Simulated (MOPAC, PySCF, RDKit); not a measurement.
Noncovalent pair: CH3Cl (SMILES CCl) (first 5 atoms) with C2H6 (SMILES CC); geometry from B3LYP-D3(BJ)/def2-TZVP, rigid monomers moved along the line of their centres of mass till H4···H8 is 3.38 Å.
(charge 0, multiplicity 1):
```xyz
13

C     -0.6717    -0.9111     0.8401
Cl    -0.8430     0.8742     0.7990
H     -0.5880    -1.2688    -0.1815
H      0.2218    -1.1551     1.4063
H     -1.5509    -1.3272     1.3220
C      0.9793     0.2494     5.3008
C     -0.3709    -0.4484     5.4359
H      1.3015     0.2941     4.2591
H      1.7541    -0.2675     5.8707
H      0.9296     1.2768     5.6659
H     -1.1358     0.0615     4.8480
H     -0.7061    -0.4671     6.4748
H     -0.3208    -1.4837     5.0911
```

Counterpoise-corrected where a basis set is named; no monomer relaxation. Rows marked so take none.

Rows in 3-21G carry no dispersion term and start afresh at each structure. The state reached by PM7 isn't checked; PM7 holds dispersion and hydrogen-bond terms.

Codes used: MOPAC for PM7 (differences of heats of formation); PySCF for 3-21G rows; RDKit for the force fields. 

Task: One of these levels gives -6.4 meV for the interaction energy. Name it.
(A) PM7
(B) MMFF94
(C) HF/3-21G (no counterpoise)

Result: C, HF/3-21G (no counterpoise). The others give -21.1 (MMFF94), -43.1 (PM7)
